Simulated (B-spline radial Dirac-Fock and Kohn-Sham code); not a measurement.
**Photoionisation of iron ions at Al Kα (taken as 1486.9 eV)**

Method: independent-particle photoionisation in a Dirac-Hartree-Slater potential with a Latter tail, all multipoles, thresholds from Dirac-Fock ΔSCF. Computed with a radial atomic solver. Cross sections in kb; a dash marks an empty subshell or a threshold above the photon energy.

```
  ion  configuration  total    2s  2p1/2    3s  3p3/2  3d5/2
   Fe   [Ar] 3d6 4s2  325.8  64.5   76.6  10.3   15.1   1.38
 Fe⁶⁺       [Ar] 3d2  330.5  65.0   76.9  11.7   17.7  0.725
 Fe⁸⁺   [Ne] 3s2 3p6  334.9  65.3   77.4  12.7   19.6      –
Fe¹⁷⁺   [He] 2s2 2p5  287.7  71.4   73.6     –      –      –
```
